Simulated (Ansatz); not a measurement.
Input file for Ansatz (an electronic-structure program): R-CCSD(T)/aug-cc-pV(D+d)Z on CH3AlO (a complex), monomers drawn apart or pushed together. Files ending in .json are basis or fitting sets from the Basis Set Exchange.

Ansatz 0.2 input:
```yaml
crystal:
  periodic: [false, false, false]
  atoms:
    - {symbol: Al, position_ang: [0.03293872, -0.05424756, 0.29317912]}
    - {symbol: H, position_ang: [1.40888496, -0.80216166, 0.30369960]}
    - {symbol: H, position_ang: [-0.00539541, 1.48884848, 0.03097128]}
    - {symbol: H, position_ang: [-1.29519228, -0.88130476, 0.23009942]}
    - {symbol: C, position_ang: [-0.05573892, 0.26121353, 3.55248405]}
    - {symbol: O, position_ang: [-0.02603088, 0.15455348, 2.43447769]}
basis:
  gaussian:
    orbitals: aug-cc-pV_D+d_Z.json
magnetization: {spin_polarized: false}
correlation: {method: ccsd_t, electrons: outside_noble_gas}
scf: {lower_state_search: off}
```

The head of its log:

```
WARN ansatz: RAYON_NUM_THREADS=2 ignored (pool sized by the plan → 2); use --threads N
Functional definition: HF
these checks for a lower state are left out or cut short: stability, starts, cluster_reference, orbital_swaps, neighbouring_geometries, increment
integrals: 0.15 GiB planned
1050 factors; integrals over basis functions are off by at most 8.8e-4 eV
mean field: 0.22 GiB planned
mean field evaluation 1: about -9696.1593 eV, gradient 2.7e1 eV
mean field evaluation 2: about -9696.1610 eV, gradient 2.7e1 eV
mean field evaluation 4: about -9697.8804 eV, gradient 2.9e0 eV
mean field evaluation 8: about -9697.9101 eV, gradient 6.3e-2 eV
mean field -9697.91007506 eV, -356.3916217790 hartree, gradient 1.6e-6 eV, S^2 0.000000; 0 other end points of the search recorded, 0 dependent functions left out
7 core orbitals not correlated
reference -9697.91007506 eV, -356.3916217790 hartree; 8, 8 occupied and 90, 90 virtual orbitals, 1050 factors
```

Q: What total energy does the run end on?

A: -356.8196 hartree (reference determinant -356.3916, T1 diagnostic 0.016).
